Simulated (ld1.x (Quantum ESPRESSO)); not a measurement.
**sulfur: one change to a TM potential, before and after**

- Element: S
- Generator: ld1.x (Quantum ESPRESSO) 7.5
- Type: norm-conserving Troullier–Martins (Kleinman–Bylander form)
- Functional: PBE
- Relativity: non-relativistic
- Frozen core: [Ne]
- Valence charge: 6
- Reference configuration: 3s2 3p4
- Partial waves: 3p (bound): rc 1.55 bohr; 3s (bound): rc 1.45 bohr
- Local potential: the s channel
- Core correction: none

All-electron outer shells of the reference configuration (PBE, non-relativistic, ld1.x):

```json
{"shell": "2p", "level (eV)": "-156.49", "outermost node (bohr)": "–", "outermost maximum (bohr)": "0.33"}
{"shell": "3s", "level (eV)": "-17.14", "outermost node (bohr)": "0.60", "outermost maximum (bohr)": "1.42"}
{"shell": "3p", "level (eV)": "-7.02", "outermost node (bohr)": "0.58", "outermost maximum (bohr)": "1.61"}
```

Change: all radii scaled by about 1.41 (s 2.04, p 2.18 bohr).

Cutoffs: the cutoffs (Ry, on a coarse ladder) from which the occupation-weighted sum of valence levels, in a spherical-Bessel basis at the reference potential, stays within 10 and 1 mRy of its value at 400 Ry; they do not see the model core or the augmentation charge, which bear on the density cutoff. Errors are all-electron minus pseudo energies relative to the spin-unpolarised reference configuration.

**Question.** How do hardness, ghosts and transferability respond?

**Answer.** The potential gets softer (40 Ry and 60 Ry → 18 Ry and 40 Ry); of the 7 tests that both files solve, the error grows in 7 and shrinks in 0 by more than 15 % and 0.3 meV (median size 1.7 → 10.3 meV); neither file shows a bound ghost. A larger radius leaves more room for a smooth pseudo-wave, so fewer plane waves are needed. More of the atom is replaced by a form fitted at one configuration, so other configurations suffer.

| quantity | base | changed |
| --- | --- | --- |
| cutoff, loose | 40 Ry | 18 Ry |
| cutoff, tight | 60 Ry | 40 Ry |
| loose cutoff by channel (10 mRy a level) | p 10 Ry, s 21 Ry | p 10 Ry, s 15 Ry |
| bound ghosts | none | none |
| error for 3s2 3p3, meV [ΔE 11.78 eV] | +2.7 | +10 |
| error for 3s2 3p2, meV [ΔE 34.08 eV] | +19 | +56 |
| error for 3s2 3p1, meV [ΔE 68.13 eV] | +67 | +159 |
| error for 3s1 3p5, meV [ΔE 10.18 eV] | +0.1 | +4.0 |
| error for 3s0 3p6, meV [ΔE 20.48 eV] | -1.7 | +15 |
| error for 3s2 3p4.3, meV [ΔE -1.71 eV] | +0.1 | +0.5 |
| error for 3s2 3p3.5, meV [ΔE 4.67 eV] | +0.5 | +2.1 |
